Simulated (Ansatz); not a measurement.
Consider the ligand exchange at the Si–O bond: `BO[SiH2]N` + `N[SiH](N)Cl` → `N[SiH2]N[SiH](N)Cl` + `BO`.

Calculated with Ansatz (gas phase, PBE0-D4/def2-TZVP geometries, no zero-point term in ΔE). CCSD(T)/CBS is the MP2 limit (def2-TZVPP, def2-QZVPP) plus CCSD(T) − MP2 in def2-TZVPP, frozen cores. This one scheme is used for every species. DFT in def2-TZVPP. B3LYP here is the variant with VWN-RPA as its local correlation; programs differ in this. Each species was taken in one conformer, which may not be the lowest.

```tsv
level	ΔE (kJ/mol)	difference from CCSD(T)/CBS
B3LYP-D4	26.9	-1.9
ωB97M-V	27.5	-1.3
B2PLYP	34.2	5.4
PBE	27.6	-1.2
r2SCAN	30.1	1.3
HF/def2-TZVPP	47.1	18.3
CCSD/def2-TZVPP	30.1	1.3
CCSD(T)/def2-TZVPP	26.8	-2.0
HF/CBS(def2)	48.9	20.1
CCSD/CBS(def2)	32.1	3.3
CCSD(T)/CBS	28.8	0
```

Largest T1 diagnostic among the species: 0.014.

The D4 term adds −11.1 kJ/mol with B3LYP and −6.5 kJ/mol with PBE0; it sums over pairs of atoms, weighted by their polarisabilities, and B3LYP, whose exchange is more repulsive, gets the larger term. In def2-TZVPP, CCSD(T) changes the Hartree–Fock value by −20.3 kJ/mol (the triples alone add −3.3 kJ/mol) and MP2 by −20.6 kJ/mol.
